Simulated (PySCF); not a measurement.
## Electron correlation in K⁻ (potassium, charge -1)

[Ar] 4s2, closed-shell 1S. Calculation: PySCF 2.14, in dyall-av2z (17s13p2d, 66 functions); the non-relativistic Hamiltonian (point nucleus). Frozen: [Ar]; 2 electrons correlated; the 20 highest virtual orbitals of each spin left out.

With two correlated electrons CCSD is exact within the correlated space (frozen core and kept virtual orbitals).

| level | correlation energy (mhartree) |
| --- | --- |
| CCSD | -20.97 |

Diagnostics: T1 = 0.055, D1 = 0.0783, largest double amplitude 0.156.

Q: Is a single reference adequate?

A: Not fully. T1 exceeds 0.03, a sign that the reference determinant is poor. A double-excitation amplitude exceeds 0.15, a sign of near-degeneracy.
